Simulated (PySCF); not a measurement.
Highest occupied level (eV) of eight silicon and germanium compounds: PBE beside r2SCAN, computed with PySCF for isolated molecules in the bases named; differences from unrounded values. The eight are the first of their class met in an unordered collection, after screening for sound electronic states; none was chosen by its value. Each molecule has one DFT geometry for both levels.

| molecule | basis | r2SCAN | PBE | difference |
|---|---|---|---|---|
| C₄H₁₀OSi, SMILES C[C@H]1OC[Si@H]1C | def2-TZVP | -5.68 | -5.42 | 0.26 |
| CH₉FN₂Si₂, SMILES CN[Si@@H](F)N[SiH3] | def2-TZVP | -5.98 | -5.70 | 0.28 |
| hexafluorodisilane (F6Si2), SMILES F[Si](F)(F)[Si](F)(F)F | def2-TZVP | -9.39 | -9.00 | 0.39 |
| H4O2SeSi, SMILES O[SiH](O)[SeH] | def2-TZVP | -6.45 | -6.16 | 0.29 |
| C4H10OSi, SMILES C1[C@H](CO)[SiH2]C1 | def2-TZVP | -6.40 | -6.07 | 0.32 |
| C₄H₅NSi, SMILES [SiH3][C@@H](C#N)C#C | def2-TZVP | -7.19 | -6.97 | 0.22 |
| CH4N2OSi, SMILES N[SiH2]OC#N | def2-TZVP | -7.26 | -6.95 | 0.31 |
| CH8FNSi2, SMILES CN([SiH3])[SiH2]F | def2-TZVP | -6.48 | -6.22 | 0.26 |

PBE lies below r2SCAN in 0 and above it in 8 of the eight; the mean signed difference is 0.29 and the largest 0.39 eV.
